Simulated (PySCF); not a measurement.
## Diatomic cations of Be with the alkaline earths

PBE0 with double-zeta basis sets in PySCF, for the lowest determinant that a PBE0 search found; no spin–orbit coupling. De refers to high-spin ground-configuration atoms (the charge goes to the atom of lower measured ionisation energy or higher electron affinity, which is not always the lowest computed limit). A positive dipole points towards Be; it is taken about the centre of mass and depends on that origin.

```csv
M,basis,charged atom,state (unpaired electrons),Re (Å),ωe (cm⁻¹),De (eV),μ (D)
Be,cc-pVDZ,Be+,doublet (σ ↑),2.220,538,2.35,n/a
Mg,cc-pVDZ,Mg+,doublet (σ ↑),2.630,342,1.24,0.48
Ca,def2-SVP,Ca+,doublet (σ ↑),3.025,271,0.79,-0.41
Sr,def2-SVP,Sr+,doublet (σ ↑),3.216,235,0.60,0.29
```

The shortest bond is that of Be₂⁺ (2.220 Å), the longest that of SrBe⁺ (3.216 Å). Be₂⁺ is bound most strongly (2.35 eV) and SrBe⁺ least (0.60 eV).

The rows differ in basis set, which adds steps of its own.

Down a group the atoms grow and get heavier, so bonds lengthen and wavenumbers fall; this series shows no clear exception.

Spin–orbit coupling is left out. For an ion De counts to the pair picked by the measured ionisation energies or electron affinities, which need not be the lowest pair at this level. States were picked by a PBE0 search and need not be the measured ground states.
